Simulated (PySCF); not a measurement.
One entry of a table of gas-phase calculations, keyed by method. Lists by class give the value and the number of equivalent atoms.

```json
{
 "name": "1-methyl-1H-indene",
 "formula": "C10H10",
 "smiles": "C[C@H]1C=Cc2ccccc21",
 "charge": 0,
 "multiplicity": 1,
 "geometry_level": "GFN2-xTB",
 "atoms_angstrom": [
  ["C", -2.135, -1.32, 0.025],
  ["C", -1.465, -0.018, -0.42],
  ["C", -1.745, 1.129, 0.51],
  ["C", -0.616, 1.643, 1.005],
  ["C", 0.521, 0.915, 0.473],
  ["C", 1.881, 1.065, 0.683],
  ["C", 2.749, 0.204, 0.031],
  ["C", 2.269, -0.786, -0.813],
  ["C", 0.905, -0.939, -1.028],
  ["C", 0.036, -0.086, -0.384],
  ["H", -1.802, -1.587, 1.025],
  ["H", -1.877, -2.129, -0.654],
  ["H", -3.217, -1.204, 0.036],
  ["H", -1.811, 0.226, -1.432],
  ["H", -2.749, 1.452, 0.726],
  ["H", -0.527, 2.469, 1.689],
  ["H", 2.258, 1.835, 1.341],
  ["H", 3.815, 0.303, 0.182],
  ["H", 2.965, -1.446, -1.31],
  ["H", 0.54, -1.714, -1.687]
 ],
 "electronic_structure_code": "PySCF",
 "results": {
  "GFN2-xTB geometry": {
   "point_group": "C1",
   "rotational_constants_GHz": [2.628, 1.266, 0.9]
  },
  "PBE0/pcSseg-1 ground state and GIAO shieldings, non-relativistic": {
   "dipole_D": 0.74,
   "homo_eV": -6.33,
   "lumo_eV": -0.72,
   "shift_vs_computed_TMS_C_by_class_ppm": [
    [155.6, 1],
    [149.8, 1],
    [149.7, 1],
    [138.3, 1],
    [132.0, 1],
    [130.1, 1],
    [127.9, 1],
    [126.5, 1],
    [49.5, 1],
    [18.6, 1]
   ],
   "shift_vs_computed_TMS_H_by_class_ppm": [
    [7.71, 1],
    [7.68, 1],
    [7.57, 1],
    [7.48, 1],
    [7.05, 1],
    [6.71, 1],
    [3.57, 1],
    [1.29, 3]
   ],
   "charges_hirshfeld_e_by_atom": [-0.11, -0.02, -0.04, -0.06, -0.01, -0.06, -0.05, -0.06, -0.05, 0.0, 0.04, 0.04, 0.04, 0.05, 0.05, 0.05, 0.05, 0.05, 0.05, 0.05]
  }
 }
}
```

The dipole matches unit charges of opposite sign 0.15 Å apart (1 e·Å = 4.8032 D). With B = h/(8π²I), that is 505.379 GHz u Å² over I, the principal moments of inertia are 192.3, 399.2 and 561.3 u Å² (most abundant isotopes); the inertial defect Ic − Ia − Ib is -30.2 u Å² (zero for a rigid planar frame, negative otherwise). The rotational constants make it an asymmetric top with κ = (2B − A − C)/(A − C) = -0.58, nearer the prolate limit (−1).

Geometry: GFN2-xTB; no solvent or vibrations. NMR classes are plain means over equivalent atoms (diastereotopic ones count apart unless rotation or inversion swaps them), as if these changed places fast; in this geometry the members of some classes differ.
